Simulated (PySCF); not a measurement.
Molecule: SMILES C#C[C@H]1CCC=N1, C₆H₇N.

Geometry (Å), atoms numbered from 1 in this order:
```xyz
14

C     2.8977    0.1664    0.2577
C     1.8264   -0.1607   -0.1623
C     0.4979   -0.5152   -0.6298
C    -0.4808   -0.8029    0.5502
C    -1.5033    0.3372    0.4610
C    -1.0926    1.0273   -0.8098
N    -0.0649    0.5921   -1.3845
H     3.8485    0.4328    0.6112
H     0.5891   -1.3712   -1.3088
H     0.0526   -0.8062    1.4990
H    -0.9559   -1.7739    0.4173
H    -2.5334   -0.0155    0.3974
H    -1.4366    1.0319    1.3007
H    -1.6454    1.8573   -1.2217
```

Frames of a GFN2-xTB Langevin trajectory at 300 K; GIAO PBE0/pcSseg-1 shieldings in PySCF, gas phase, non-relativistic; equivalent atoms averaged within each frame.

Chemical shifts δ = σref − σ; ¹³C (186.93 ppm), ¹H (31.72 ppm) vs TMS; ¹⁵N (267.73 ppm) vs NH3, all at this level. The references are static minima.

Question: How do the shifts (ppm) fluctuate along the trajectory?

Answer: 
| time (fs) | C6 | C2 | C3 | C1 | C5 | C4 | N7 | H14 | H9 | H12 |
| --- | --- | --- | --- | --- | --- | --- | --- | --- | --- | --- |
| 250 | 176.2 | 92.2 | 76.0 | 75.1 | 33.3 | 32.1 | 398.2 | 7.66 | 6.56 | 2.89 |
| 425 | 169.4 | 89.0 | 63.6 | 80.4 | 41.1 | 30.6 | 372.2 | 7.46 | 6.58 | 1.71 |
| 625 | 177.8 | 90.0 | 72.7 | 81.3 | 45.0 | 42.9 | 390.8 | 7.47 | 4.97 | 3.82 |
| 800 | 167.8 | 90.8 | 66.2 | 78.4 | 45.7 | 26.8 | 392.8 | 8.51 | 5.34 | 3.37 |
| 1000 | 178.8 | 86.9 | 65.0 | 80.9 | 46.6 | 37.3 | 394.6 | 7.57 | 5.47 | 2.72 |
| mean of frames | 174.0 | 89.8 | 68.7 | 79.2 | 42.3 | 34.0 | 389.7 | 7.73 | 5.78 | 2.90 |
| standard deviation | 5.0 | 2.0 | 5.4 | 2.5 | 5.5 | 6.3 | 10.1 | 0.44 | 0.74 | 0.79 |

5 frames give an uncertainty of the mean of about the standard deviation over 2.2 at best, since frames this close in time may not be independent; classical motion lacks zero-point vibration, and the reference would need the same averaging.
